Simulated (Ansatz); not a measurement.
Ansatz (an electronic-structure program) job for In(F)3 anion (F3In), SMILES [F][In]([F])[F] (connectivity only; charge and spin as stated), charge -1, multiplicity 2, PBE/def2-SVPD. Coordinates come from a B3LYP-D3(BJ)/def2-SVPD optimisation. The spin state was assumed, not searched. The isomer is the one that the SMILES or the coordinates give; other isomers of the formula were not compared. The def2 effective core potentials stand for the cores of In; spin–orbit coupling is left out.

Ansatz 0.2 input:
```yaml
crystal:
  periodic: [false, false, false]
  atoms:
    - {symbol: In, position_ang: [-0.00000000, 0.00000000, 0.27138454]}
    - {symbol: F, position_ang: [1.66184591, 0.95946718, -0.49251268]}
    - {symbol: F, position_ang: [-0.00000000, -1.91893437, -0.49251268]}
    - {symbol: F, position_ang: [-1.66184591, 0.95946719, -0.49251268]}
basis:
  gaussian:
    orbitals: def2-SVPD
hamiltonian:
  xc: {name: PBE}
total_charge: -1
magnetization: {spin_polarized: true, initial_magnetization: 1}
```

Log of the run:

```
WARN ansatz: RAYON_NUM_THREADS=1 ignored (pool sized by the plan → 1); use --threads N
Functional definition: PBE
integrals: 0.03 GiB planned
908 factors; their error is unknown
mean field: 0.32 GiB planned
mean field evaluation 1: about -13315.4048 eV, gradient 9.3e0 eV
mean field evaluation 2: about -13315.3584 eV, gradient 1.1e1 eV
mean field evaluation 4: about -13315.8291 eV, gradient 5.7e-1 eV
mean field evaluation 8: about -13315.8067 eV, gradient 2.1e-2 eV
mean field -13315.80665717 eV, -489.3468688732 hartree, gradient 2.1e-5 eV, S^2 0.751234; 0 other end points of the search recorded, 0 dependent functions left out
reference -13315.80671105 eV, -489.3468708531 hartree; 25, 24 occupied and 76, 77 virtual orbitals, 908 factors
Total energy: -13315.80671105 eV, -489.3468708531 hartree
```

Self-consistency was reached.

Cost: roughly 1.4 core-seconds.
